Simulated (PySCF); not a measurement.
Computed shifts of a molecule C₄H₇F, B3LYP/pcSseg-1 run with PySCF, GIAO, gas phase, atoms alike by connectivity averaged where their shifts nearly agree, in ppm (number of nuclei): ¹³C: 169.6 (1), 109.4 (1), 17.2 (1), 16.7 (1). ¹⁹F: -101.6 (1). ¹H: 5.36 (1), 2.16 (3), 1.97 (3). References: ¹³C against TMS (σ = 181.3 ppm); ¹⁹F against CFCl3 (σ = 161.7 ppm); ¹H against TMS (σ = 31.68 ppm), references at their B3LYP-D3(BJ)/def2-TZVP geometries, non-relativistic. Coordinates come from a ωB97X-D3(BJ)/def2-SVP optimisation. One conformer was computed; it need not be the lowest.

**Question.** Which molecule gave these data?
A. C=C(F)CC
B. C/C=C(\C)F
C. CC1(F)CC1
D. FC1CCC1

**Answer.** B, C/C=C(\C)F
